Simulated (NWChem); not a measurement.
[Be]([SeH])[SeH] (BeH$_{2}$Se$_{2}$), optimised at PBE0/def2-SVP with NWChem:

| Property | Value |
|---|---|
| highest occupied level (eV) | -7.36 |
| orbital gap (eV) | 6.60 |
| dipole (D) | 0.95 |
| highest harmonic frequency (cm⁻¹) | 2440 |
| zero-point energy (kcal/mol) | 11.1 |

All stand in one matching conformer (torsions within 35°), which need not be the lowest. This build's default masses of Se (78.918 u) and Br (79.917 u) are each other's, which moves their modes by up to 0.6 %.

Problem. One Se atom is replaced by S, giving [SeH][Be][SH] (BeH₂SeS), optimised at the same level. How do these values move?

Solution. 
| quantity | new value | change |
|---|---|---|
| highest occupied level (eV) | -7.35 | +0.01 |
| orbital gap (eV) | 6.73 | +0.13 |
| dipole (D) | 1.18 | +0.23 |
| highest harmonic frequency (cm⁻¹) | 2698 | +258 |
| zero-point energy (kcal/mol) | 11.8 | +0.7 |
